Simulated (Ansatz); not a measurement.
Geometry optimisation, Ansatz 0.2.0, RKS BLYP/cc-pVDZ.

The input (input.yaml):

```yaml
crystal:
  periodic: [false, false, false]
  atoms:
    - { symbol: C, position_ang: [-1.77935, 1.84153, -1.20803] }
    - { symbol: B, position_ang: [-0.92474, 0.84714, -0.94464] }
    - { symbol: B, position_ang: [0.07555, -0.34955, -0.69275] }
    - { symbol: Si, position_ang: [0.93568, -0.81726, 0.99888] }
    - { symbol: H, position_ang: [-2.46942, 2.6488, -1.39164] }
    - { symbol: H, position_ang: [0.38331, -1.11674, -1.58699] }
    - { symbol: H, position_ang: [0.50782, -2.03839, 1.75376] }
    - { symbol: H, position_ang: [0.88081, 0.19252, 2.12183] }
    - { symbol: H, position_ang: [2.42696, -1.04653, 0.97564] }
total_charge: -1
basis:
  gaussian: { orbitals: cc-pVDZ }
hamiltonian:
  xc: blyp
relax:
  f_tol: 0.015
  max_steps: 40
output:
  orbitals: {}
```

Launched with:

```bash
$ ansatz run input.yaml --threads 1 --pin off --max-ram 2048MiB --backend cpu --events-out ev --progress --plain --runs-dir out
```

Q: Where does it end, and by what steps?

A: The run converged. The force dipped under the threshold on the way, but the program's further checks kept it going. Limits of this set-up: an anion without diffuse functions, the dipole of an ion depends on the origin. After 10 steps the energy has fallen by 0.135 eV; H6 moved furthest, 0.18 Å.

```csv
step,energy less start (eV),largest force component (eV/Å),accepted
0,0.0000,1.065,yes
1,-0.1154,0.344,yes
2,-0.1302,0.095,yes
3,-0.1316,0.043,yes
4,-0.1331,0.040,yes
5,-0.1337,0.066,yes
6,-0.1345,0.056,yes
7,-0.1343,0.038,no
8,-0.1347,0.035,yes
9,-0.1348,0.011,yes
10,-0.1348,0.014,yes
```

```xyz
9
Properties=species:S:1:pos:R:3
C -1.746 1.900 -1.148
B -0.934 0.820 -1.009
B 0.045 -0.431 -0.746
Si 0.957 -0.782 1.043
H -2.411 2.736 -1.351
H 0.330 -1.288 -1.581
H 0.581 -2.121 1.690
H 0.732 0.228 2.159
H 2.484 -0.900 0.968
```

Whether the end is a true minimum wasn't checked by a vibrational analysis.

Run time: 31 s on 1 thread of Arm Neoverse V1 (shared host), peak memory 0.12 GiB.
